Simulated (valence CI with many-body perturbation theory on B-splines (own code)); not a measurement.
E1 line list for Os⁴⁺

Method: relativistic CI+MBPT: four valence electrons over a frozen Dirac-Fock core [Xe] 4f14, radial functions for each j: 7 s, 7 p, 8 d, 6 f, 4 g, 1 h, with the one-electron correlation potential Σ1 (screened to all orders), the two-electron term Σ2, the three-electron term Σ3, Breit, model QED; selected single and double excitations, second order for the rest, scaled by the run's own slope (own B-spline code, finite nucleus).

Set against measurement, 56 paired levels are off by 798 cm⁻¹ on average, the worst by 2333. These come from a selection out of Palmeri et al., Atoms 14, 22 (2026). Levels without a partner in it may be off by more, other configurations by 1,000 to 8,000 cm⁻¹. Among the levels kept, up to 310 cm⁻¹ of a level comes from second order outside the variational space, and about a tenth of that is noise between levels of different J, which matters for small intervals.

Lines 351 to 400 of 586 in falling wavelength, among levels below 28.852 eV, chosen from the strongest by gf and those to the six lowest levels. Wavelengths and rates use the calculated energies, so an error of 800 cm⁻¹ moves a line at 698.4 Å by 0.56 % and its rate by three times that or more. Electric multipoles are in the length gauge, E1 and E2 with the static RPA response of the core. Weak lines are less certain than strong ones. Lines between different terms over intervals too small for the method are left out, as are lines whose strength nearly cancels. Where a level lies close to another of its J and parity, the split of strength between their lines is uncertain. The highest levels of a list are the least certain.

Names give the largest LS component (configuration and term), which can be under half, so a name can repeat, a term be missing and a line seem to break the LS rules; names also repeat where a configuration has a term twice. Letters in brackets count levels of one name in rising energy.

```
λ vac (Å)             Upper         Lower   A (s⁻¹)  S (a.u.) with core polarisation  S without
    698.4  5d3 6p 1D°_2 [d]  5d4 1D_2 [b]  2.46e+09                         2.07e+00   2.40e+00
    697.1  5d3 6p 3F°_2 [e]  5d4 1D_2 [a]  1.50e+09                         1.25e+00   1.47e+00
    696.4  5d3 6p 5D°_2 [a]      5d4 5D_3  3.69e+08                         3.07e-01   3.63e-01
    695.4  5d3 6p 3G°_3 [b]      5d4 3G_3  1.12e+09                         1.30e+00   1.50e+00
    695.0  5d3 6p 5G°_5 [a]      5d4 3H_4  2.95e+08                         5.38e-01   6.33e-01
    693.7  5d3 6p 3D°_2 [g]  5d4 3P_1 [b]  8.95e+08                         7.37e-01   8.40e-01
    692.5  5d3 6p 3F°_2 [b]  5d4 3P_1 [a]  9.22e+08                         7.56e-01   8.72e-01
    692.4      5d3 6p 5D°_3  5d4 3P_2 [a]  7.15e+08                         8.19e-01   9.32e-01
    692.2  5d3 6p 3D°_2 [g]  5d4 3F_3 [b]  1.23e+09                         1.01e+00   1.15e+00
    690.2      5d3 6p 5F°_4      5d4 3H_4  4.87e+08                         7.12e-01   8.57e-01
    689.6  5d3 6p 3H°_5 [b]      5d4 3G_5  2.76e+08                         4.92e-01   5.67e-01
    689.4  5d3 6p 5D°_4 [a]      5d4 5D_4  2.02e+09                         2.94e+00   3.47e+00
    688.3      5d3 6p 5D°_3      5d4 3G_4  7.50e+08                         8.45e-01   9.93e-01
    688.2  5d3 6p 3F°_2 [b]      5d4 3G_3  2.07e+09                         1.67e+00   1.93e+00
    688.0  5d3 6p 3P°_1 [a]  5d4 3P_2 [a]  1.59e+09                         7.68e-01   8.86e-01
    687.9  5d3 6p 3D°_3 [d]  5d4 1G_4 [a]  7.99e+08                         8.98e-01   1.04e+00
    687.5  5d3 6p 3F°_3 [b]  5d4 3F_3 [a]  9.84e+08                         1.10e+00   1.30e+00
    686.9  5d3 6p 3P°_2 [a]  5d4 3P_2 [a]  1.95e+09                         1.56e+00   1.84e+00
    686.4  5d3 6p 3D°_1 [g]  5d4 3F_2 [b]  2.58e+09                         1.24e+00   1.44e+00
    686.4  5d3 6p 3H°_6 [a]      5d4 3H_6  1.54e+09                         3.21e+00   3.82e+00
    685.9  5d3 6p 3D°_2 [c]      5d4 3D_3  5.49e+08                         4.37e-01   5.00e-01
    685.8  5d3 6p 1H°_5 [a]      5d4 1I_6  2.32e+09                         4.05e+00   4.78e+00
    685.7  5d3 6p 5F°_3 [a]      5d4 5D_2  1.69e+09                         1.88e+00   2.23e+00
    685.5  5d3 6p 5D°_1 [a]      5d4 5D_2  3.02e+08                         1.44e-01   1.65e-01
    684.9  5d3 6p 3F°_2 [c]  5d4 3F_2 [a]  1.35e+09                         1.07e+00   1.23e+00
    684.6  5d3 6p 3F°_2 [d]  5d4 3F_3 [a]  1.22e+09                         9.69e-01   1.14e+00
    684.0  5d3 6p 3F°_2 [f]      5d4 3D_1  1.12e+09                         8.87e-01   1.01e+00
    683.5  5d3 6p 3F°_4 [e]  5d4 3F_4 [b]  6.50e+08                         9.21e-01   1.05e+00
    682.9  5d3 6p 3P°_1 [b]  5d4 1D_2 [a]  1.38e+09                         6.49e-01   7.69e-01
    682.3  5d3 6p 5D°_2 [a]      5d4 5D_2  1.02e+08                         8.02e-02   9.52e-02
    682.2  5d3 6p 3D°_1 [e]      5d4 3D_1  1.42e+09                         6.70e-01   7.83e-01
    682.2  5d3 6p 1F°_3 [a]  5d4 3F_4 [b]  1.87e+09                         2.05e+00   2.36e+00
    681.7  5d3 6p 3S°_1 [a]  5d4 1S_0 [a]  1.09e+09                         5.12e-01   5.80e-01
    681.2  5d3 6p 3D°_3 [b]      5d4 3D_3  7.44e+08                         8.13e-01   9.29e-01
    681.0  5d3 6p 3P°_0 [a]  5d4 3P_1 [a]  4.11e+09                         6.40e-01   7.50e-01
    680.1  5d3 6p 5D°_1 [b]  5d4 3P_0 [a]  1.36e+09                         6.35e-01   7.28e-01
    679.7  5d3 6p 5D°_4 [a]      5d4 5D_3  1.03e+09                         1.43e+00   1.69e+00
    679.6  5d3 6p 3D°_3 [g]  5d4 3P_2 [c]  5.23e+08                         5.67e-01   6.52e-01
    679.5   5d2 6s 6p 5G°_2   5d3 6s 5F_1  6.33e+08                         4.90e-01   5.90e-01
    678.8  5d3 6p 3H°_4 [b]      5d4 3H_4  2.53e+09                         3.52e+00   4.18e+00
    678.7  5d3 6p 3G°_4 [c]      5d4 1F_3  3.38e+08                         4.70e-01   5.40e-01
    678.3  5d3 6p 1F°_3 [c]  5d4 1G_4 [b]  2.35e+09                         2.53e+00   2.98e+00
    678.2  5d3 6p 3G°_3 [a]      5d4 5D_4  8.77e+08                         9.46e-01   1.09e+00
    677.6  5d3 6p 3F°_4 [b]  5d4 3F_4 [a]  4.06e+08                         5.61e-01   6.54e-01
    677.5  5d3 6p 3F°_3 [c]  5d4 3F_4 [a]  1.89e+09                         2.03e+00   2.37e+00
    677.2  5d3 6p 3G°_3 [b]      5d4 3H_4  2.26e+09                         2.43e+00   2.81e+00
    677.1  5d3 6p 3G°_4 [a]      5d4 3H_5  1.66e+09                         2.29e+00   2.64e+00
    676.8  5d3 6p 3G°_4 [b]      5d4 3G_4  1.07e+09                         1.47e+00   1.71e+00
    676.4  5d3 6p 3D°_1 [c]  5d4 3F_2 [a]  2.58e+09                         1.18e+00   1.40e+00
    676.3  5d3 6p 1H°_5 [a]      5d4 3G_5  1.89e+09                         3.18e+00   3.69e+00
```
